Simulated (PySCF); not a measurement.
C₂H₇AlO (SMILES C[O][AlH][CH3]), singlet, at a GFN2-xTB geometry (such geometries of metal compounds can be far from the true shape); DF-B3LYP/def2-SVPD run with PySCF.

The PySCF input:
```python
from pyscf import gto, scf, dft

mol = gto.Mole()
mol.atom = '''
    Al   -0.537485    0.520755    0.380482
    H    -2.048435    0.620966    0.616850
    C     0.762295    1.871223    1.057546
    H     1.501327    1.429876    1.734443
    H     0.266985    2.676165    1.604962
    H     1.333831    2.337132    0.247945
    O    -0.114477   -0.816681   -0.487025
    C     0.222823   -1.957066   -1.223050
    H     0.135717   -1.750324   -2.292498
    H     1.250610   -2.254978   -1.002738
    H    -0.447621   -2.780149   -0.966004
'''
mol.basis = 'def2-svpd'
mol.charge = 0
mol.spin = 0
mol.verbose = 4
mol.max_memory = 1800
mol.build()

mf = dft.RKS(mol)
mf.xc = 'b3lyp'
mf = mf.density_fit(auxbasis='def2-universal-jkfit')
mf.kernel()
```

What the program printed (banner, timings and long lists left out):

```
PySCF version 2.14.0

[INPUT] verbose = 4
[INPUT] num. atoms = 11
[INPUT] num. electrons = 40
[INPUT] charge = 0
[INPUT] spin (= nelec alpha-beta = 2S) = 0
[INPUT] symmetry False subgroup None
[INPUT] Mole.unit = angstrom
[INPUT] Symbol           X                Y                Z      unit          X                Y                Z       unit  Magmom
[INPUT]  1 Al    -0.537485000000   0.520755000000   0.380482000000 AA   -1.015699446062   0.984084327998   0.719006775327 Bohr   0.0
[INPUT]  2 H     -2.048435000000   0.620966000000   0.616850000000 AA   -3.870981133973   1.173455672667   1.165677559938 Bohr   0.0
[INPUT]  3 C      0.762295000000   1.871223000000   1.057546000000 AA    1.440528776125   3.536098987987   1.998472304129 Bohr   0.0
[INPUT]  4 H      1.501327000000   1.429876000000   1.734443000000 AA    2.837096853415   2.702074032089   3.277622248669 Bohr   0.0
[INPUT]  5 H      0.266985000000   2.676165000000   1.604962000000 AA    0.504528529367   5.057218914147   3.032938620334 Bohr   0.0
[INPUT]  6 H      1.333831000000   2.337132000000   0.247945000000 AA    2.520575286455   4.416539396957   0.468548143955 Bohr   0.0
[INPUT]  7 O     -0.114477000000  -0.816681000000  -0.487025000000 AA   -0.216330177562  -1.543303421136  -0.920343865816 Bohr   0.0
[INPUT]  8 C      0.222823000000  -1.957066000000  -1.223050000000 AA    0.421074444254  -3.698318747698  -2.311229536649 Bohr   0.0
[INPUT]  9 H      0.135717000000  -1.750324000000  -2.292498000000 AA    0.256467960448  -3.307632989253  -4.332193361113 Bohr   0.0
[INPUT] 10 H      1.250610000000  -2.254978000000  -1.002738000000 AA    2.363310388642  -4.261290836919  -1.894900194694 Bohr   0.0
[INPUT] 11 H     -0.447621000000  -2.780149000000  -0.966004000000 AA   -0.845881097604  -5.253720195483  -1.825482995234 Bohr   0.0

nuclear repulsion = 153.941924482515
number of shells = 63
number of NR pGTOs = 205
number of NR cGTOs = 143
basis = def2-svpd
ecp = {}

******** <class 'pyscf.df.df_jk.DFRKS'> ********
method = DFRKS
initial guess = minao
damping factor = 0
level_shift factor = 0
DIIS = <class 'pyscf.scf.diis.CDIIS'>
diis_start_cycle = 1
diis_space = 8
diis_damp = 0
SCF conv_tol = 1e-09
SCF conv_tol_grad = None
SCF max_cycles = 50
direct_scf = False
XC library pyscf.dft.libxc version 7.1.2
    S. Lehtola, C. Steigemann, M. J. T. Oliveira, and M. A. L. Marques,  SoftwareX 7, 1–5 (2018)
XC functionals = b3lyp
    P. J. Stephens, F. J. Devlin, C. F. Chabalowski, and M. J. Frisch,  J. Phys. Chem. 98, 11623 (1994)
radial grids:
    Treutler-Ahlrichs [JCP 102, 346 (1995); DOI:10.1063/1.469408] (M4) radial grids

becke partition: Becke, JCP 88, 2547 (1988); DOI:10.1063/1.454033
pruning grids: <function nwchem_prune>
grids dens level: 3
symmetrized grids: False
atomic radii adjust function: <function treutler_atomic_radii_adjust>
small_rho_cutoff = 0
Set gradient conv threshold to 3.16228e-05
Initial guess from minao.
tot grids = 130160
******** <class 'pyscf.df.df.DF'> ********
auxbasis = def2-universal-jkfit
init E= -397.935765764484
  HOMO = -0.332299036652667  LUMO = -0.0637133922388906  gap/eV = 7.30859
cycle= 1 E= -397.816057092709  delta_E= 0.12  |g|= 0.824  |ddm|= 4.84
  HOMO = -0.104209766577688  LUMO = 0.00915077186658331  gap/eV = 3.08470
cycle= 2 E= -397.404321016043  delta_E= 0.412  |g|= 1.62  |ddm|=  2.2
  HOMO = -0.253484041949247  LUMO = -0.020754153784698  gap/eV = 6.33290
cycle= 3 E= -397.949604654174  delta_E= -0.545  |g|= 0.181  |ddm|= 1.46
  HOMO = -0.26598727480441  LUMO = -0.0231151436695334  gap/eV = 6.60889
cycle= 4 E= -397.95610588066  delta_E= -0.0065  |g|= 0.0767  |ddm|= 0.269
  HOMO = -0.263737793163612  LUMO = -0.0226956986000841  gap/eV = 6.55909
cycle= 5 E= -397.957659922948  delta_E= -0.00155  |g|= 0.00782  |ddm|= 0.0945
  HOMO = -0.263520810676526  LUMO = -0.022315076761132  gap/eV = 6.56354
cycle= 6 E= -397.957678083332  delta_E= -1.82e-05  |g|= 0.00106  |ddm|= 0.0198
  HOMO = -0.263556817772345  LUMO = -0.0223249024451526  gap/eV = 6.56425
cycle= 7 E= -397.957678308896  delta_E= -2.26e-07  |g|= 0.000479  |ddm|= 0.00242
  HOMO = -0.26358094441102  LUMO = -0.0223219115234712  gap/eV = 6.56499
cycle= 8 E= -397.957678366368  delta_E= -5.75e-08  |g|= 9.53e-05  |ddm|= 0.000929
  HOMO = -0.263580243136262  LUMO = -0.0223222922462614  gap/eV = 6.56496
cycle= 9 E= -397.957678368696  delta_E= -2.33e-09  |g|= 1.91e-05  |ddm|= 0.000168
  HOMO = -0.263579131828059  LUMO = -0.0223219630957847  gap/eV = 6.56494
cycle= 10 E= -397.957678368787  delta_E= -9.17e-11  |g|= 2.91e-06  |ddm|= 3.16e-05
  HOMO = -0.263578698960064  LUMO = -0.0223219945118038  gap/eV = 6.56493
Extra cycle  E= -397.957678368784  delta_E= 3.07e-12  |g|= 4.7e-06  |ddm|= 8.9e-06
converged SCF energy = -397.957678368784
```
